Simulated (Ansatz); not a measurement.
# C4H10AlFO: where a starting geometry ends

The starting geometry of this gas-phase triplet was optimised with GFN2-xTB as a singlet; its bonds are those of `CC[C@H](C)[O][AlH][F]`.

```xyz
17

C    -1.5318    0.1989   -0.6708
C    -0.4701    0.0639    0.4124
C     0.5466    1.2097    0.3667
C     1.6839    0.9828    1.3600
Al   -1.0548    3.6995    0.9964
F    -0.6029    4.9594    1.9622
O    -0.0912    2.4228    0.6526
H    -1.0794    0.1359   -1.6579
H    -2.2730   -0.5911   -0.5786
H    -2.0344    1.1609   -0.5801
H    -0.9456    0.0750    1.3961
H     0.0626   -0.8814    0.2971
H     0.9609    1.2811   -0.6494
H     1.2798    0.8966    2.3664
H     2.3679    1.8275    1.3334
H     2.2278    0.0750    1.1125
H    -2.4222    3.7771    0.3937
```

Question: Predict what it relaxes into with PBE0-D3(BJ)/def2-SVP.

Answer: It falls apart into C4H9AlFO + H. Contacts that open: Al5–H17 (1.50 → 3.64 Å).

The energy falls by 2.92 eV over 40 steps:

| step | E − E(last) (eV) |
| --- | --- |
| 1 | 2.916 |
| 5 | 0.405 |
| 10 | 0.108 |
| 14 | 0.093 |
| 18 | 0.052 |
| 23 | 0.003 |
| 27 | 0.001 |
| 31 | 0.000 |
| 36 | 0.000 |
| 40 | 0.000 |

Final geometry (Å):

```yaml
atoms:
  - { symbol: C, position_ang: [-1.5313, 0.4051, -0.5775] }
  - { symbol: C, position_ang: [-0.4307, 0.1383, 0.4339] }
  - { symbol: C, position_ang: [0.6848, 1.1805, 0.4219] }
  - { symbol: C, position_ang: [1.7798, 0.8578, 1.4243] }
  - { symbol: Al, position_ang: [-0.7866, 3.2675, 1.7912] }
  - { symbol: F, position_ang: [-1.0298, 4.9011, 1.5585] }
  - { symbol: O, position_ang: [0.1839, 2.4692, 0.6455] }
  - { symbol: H, position_ang: [-1.1356, 0.4083, -1.6054] }
  - { symbol: H, position_ang: [-2.3232, -0.3565, -0.5231] }
  - { symbol: H, position_ang: [-1.9986, 1.3874, -0.4077] }
  - { symbol: H, position_ang: [-0.8529, 0.1016, 1.4565] }
  - { symbol: H, position_ang: [0.0176, -0.8532, 0.2528] }
  - { symbol: H, position_ang: [1.1306, 1.1871, -0.5924] }
  - { symbol: H, position_ang: [1.3629, 0.8152, 2.4448] }
  - { symbol: H, position_ang: [2.5576, 1.6349, 1.4028] }
  - { symbol: H, position_ang: [2.2514, -0.1127, 1.2070] }
  - { symbol: H, position_ang: [-3.2556, 3.8620, -0.8205] }
```

No frequencies were run, so the end isn't proven a minimum. Open shells are spin-unrestricted. The triplet needn't be the ground state. Run with Ansatz 0.2.0, 3.4 min on 4 threads of Arm Neoverse V2, on a shared host.
